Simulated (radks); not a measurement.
Results of a calculation; reference values are marked as such.
Question: The table gives one normalised radial function P(r) = r R(r) of Pr3+ in [Xe] 4f2 (r in bohr). Code: a radial shooting solver on a logarithmic mesh with Libxc functionals. Model: scalar-relativistic Kohn-Sham, r2SCAN, spin-polarised, spherical densities, finite nucleus; open shells are filled with parallel spins first (spin-orbit coupling, left out, can overturn this in heavy ions); meta-GGA in the generalised Kohn-Sham scheme; Fermi nuclear charge, rms radius 4.8919 fm.

r         P
0.003926   0.0078
0.005951   0.0159
0.009021   0.0314
0.01368    0.0597
0.02073    0.1056
0.03143    0.1658
0.04802    0.2107
0.07279    0.1658
0.1103    -0.0335
0.1673    -0.2773
0.2536    -0.2067
0.3844     0.2690
0.5827     0.4249
0.8832    -0.2339
1.339     -0.8672
2.03      -0.7099
3.101     -0.2217
4.701     -0.0226

Which n and l does it have? It may be an empty orbital.

Answer: n = 5, l = 1: the number of nodes gives n - l - 1 = 3, the rise at small r (about r^(l+1), flatter next to the nucleus through relativity) gives l, and the extent must fit the shell. The curve is that of 5p down; the table hardly tells the two spins apart. 5p down: eigenvalue -47.142 eV, 3 radial nodes at r = 0.105, 0.310, 0.787 bohr, <r> = 1.69 bohr, 90 % of the charge inside 2.44 bohr.
